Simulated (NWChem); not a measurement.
System: C₄H₈O; SMILES COCC=C

Input file for NWChem:

```
start job
memory heap 200 mb stack 700 mb global 900 mb
geometry units angstroms
  C     -0.123608     2.448787    -0.266643
  C      0.369920     1.311857     0.221893
  C     -0.370270     0.016362     0.280165
  O      0.448338    -1.011562    -0.198986
  C     -0.138723    -2.270122    -0.109773
  H     -1.127667     2.497574    -0.701184
  H      0.453912     3.376667    -0.248849
  H      1.382858     1.284588     0.641074
  H     -0.662272    -0.192129     1.334560
  H     -1.314865     0.084241    -0.299580
  H     -0.393121    -2.538653     0.936059
  H     -1.067994    -2.342516    -0.710569
  H      0.579907    -3.007968    -0.493457
end
basis spherical
  C library 6-31g*
  O library 6-31g*
  H library 6-31g*
end
dft
  xc b3lyp
  iterations 150
end
driver
  maxiter 120
end
task dft optimize
```

The level has its own optimisation. Brackets give each atom's bonded neighbours.

Question: Give the results of this calculation. (B3LYP/6-31G* (spherical d).) Quantities: r C–C [C(CCH)–C(CHH)] (Å); r C–H [C(CHH)–H(C)] (Å); r C–C [C(CCH)–C(CHHO)] (Å); r C–H [C(CCH)–H(C)] (Å); dipole (D).

Answer: The r C–C [C(CCH)–C(CHH)] (Å) is 1.332 and the r C–H [C(CHH)–H(C)] (Å) is 1.088. The r C–C [C(CCH)–C(CHHO)] (Å) comes out as 1.501 and the r C–H [C(CCH)–H(C)] (Å) is 1.090. The dipole (D) comes out as 1.20.
